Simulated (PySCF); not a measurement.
# Telling isomers of C6H4FOP apart by NMR

Averaged over atoms made equivalent by symmetry, fast rotation or ring inversion, in vacuum, one conformer, relativity neglected. Structure optimised with GFN2-xTB; σ from GIAO-PBE0/pcSseg-1; PySCF 2.14.

Chemical shifts δ = σref − σ; TMS for ¹H, ¹³C, all at this level. Splittings of carbon signals by F and P are missing where no couplings were computed. Where no couplings were computed, multiplicities follow the n + 1 count of equivalent neighbours, and m marks all less simple cases (inequivalent or close neighbours, rings, F or P nearby). Shifts are as computed. Against solution values, carbons near 30 ppm lie about +3 ppm off and those near 130 ppm about +5 ppm. Of 1211 compounds with measured shifts, 218 miss one by over three times the rms of a fit or turn the order of signals round; such compounds aren't used in these exercises.

(1) Tabulate the signals of `O=Cc1cccpc1F`, `O=Cc1cpccc1F` and their relative energies.

(2) What is the quickest way to tell O=Cc1cccpc1F from O=Cc1cpccc1F?

## Answers

(1) 
```json
{"SMILES": "O=Cc1cccpc1F", "carbon types": "2×C 4×CH", "δC": "215.7, 191.3, 173.6, 137.6, 135.7, 132.3", "δH": "10.85 (m, 1H), 9.36 (m, 1H), 8.57 (m, 1H), 8.11 (m, 1H)", "E rel. (kcal/mol)": "2.5"}
{"SMILES": "O=Cc1cpccc1F", "carbon types": "2×C 4×CH", "δC": "189.6, 177.0, 174.2, 168.8, 131.5, 129.5", "δH": "10.74 (m, 1H), 10.19 (m, 1H), 9.51 (m, 1H), 8.13 (m, 1H)", "E rel. (kcal/mol)": "0.0"}
```

Energies are electronic energies at PBE0/pcSseg-1 on these geometries, without zero-point or thermal terms, each for the one conformer computed, which needn't be the lowest.

(2) Both give the same number of carbon signals, with the same numbers of each carbon type, so the positions decide. The first has an aromatic carbon bearing fluorine (C) at 215.7 ppm, the second an aromatic carbon bearing fluorine (C) at 177.0 ppm. Their most deshielded carbons lie at 215.7 and 189.6 ppm.
